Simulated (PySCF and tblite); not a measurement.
Values are calculated unless marked as measured or tabulated.
4 diastereomers of C₈H₁₂ClF, numbered alike:

```json
{"isomer": "A", "SMILES": "[CH3:1][C@@H:2]1[CH2:3][CH2:4][CH2:5][C@H:6]([Cl:7])/[C:8]1=[CH:9]/[F:10]", "descriptors (one enantiomer)": "2R, 6S, 8=9 E"}
{"isomer": "B", "SMILES": "[CH3:1][C@@H:2]1[CH2:3][CH2:4][CH2:5][C@H:6]([Cl:7])/[C:8]1=[CH:9]\\[F:10]", "descriptors (one enantiomer)": "2R, 6S, 8=9 Z"}
{"isomer": "C", "SMILES": "[CH3:1][C@H:2]1[CH2:3][CH2:4][CH2:5][C@H:6]([Cl:7])/[C:8]1=[CH:9]/[F:10]", "descriptors (one enantiomer)": "2S, 6S, 8=9 E"}
{"isomer": "D", "SMILES": "[CH3:1][C@H:2]1[CH2:3][CH2:4][CH2:5][C@H:6]([Cl:7])/[C:8]1=[CH:9]\\[F:10]", "descriptors (one enantiomer)": "2S, 6S, 8=9 Z"}
```

Each isomer is a Boltzmann average at 298.15 K over at most 2 conformers: GFN2-xTB geometries, energies B3LYP/def2-SVP (IEF-PCM, acetonitrile) (D3(BJ) added where defined), GFN2-xTB thermal terms. Programs: PySCF with density fitting and tblite.

Problem. Rank the isomers by free energy at 298.15 K.

Solution. 
```
isomer  ΔG (kcal/mol)  ΔE, lowest conformer  conformers  largest weight %  rms dipole (D)
     D            0.0                   0.0           1               100            2.78
     A            0.6                   0.7           2                99            2.35
     C            1.1                   1.1           2                78            2.42
     B            1.2                   1.2           2               100            2.97
```

ΔG is for one enantiomer.

Problem. If they could interconvert freely, what would the mixture hold (chiral isomers as racemates)?

Solution. D 60 %, A 21 %, C 10 %, B 9 %. A racemate gains RT ln 2.
